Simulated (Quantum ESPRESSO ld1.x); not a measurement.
The numbers below are computed, except where a source is named.
Task: All-electron atom: Br+ in [Ar] 3d8 4s2 4p6 (not the ground configuration). Level of theory: scalar-relativistic Kohn-Sham, revPBE, spin-unpolarised, spherical densities, point nucleus (ld1.x of Quantum ESPRESSO 7.5). Some entries of the table are withheld. Estimate them.

orbital,occ.,eigenvalue (eV),<r> (bohr)
1s,2,-13362.5,(1)
2s,2,-1780.21,0.1895
2p,6,(2),0.1654
3s,2,(3),0.5420
3p,6,-210.986,0.5506
3d,8,-104.009,0.5553
4s,2,-35.7261,1.517
4p,6,-21.0939,1.770

Result: 
(1) 1s <r> (bohr): 0.04275
(2) 2p eigenvalue (eV): -1575.21
(3) 3s eigenvalue (eV): -276.084
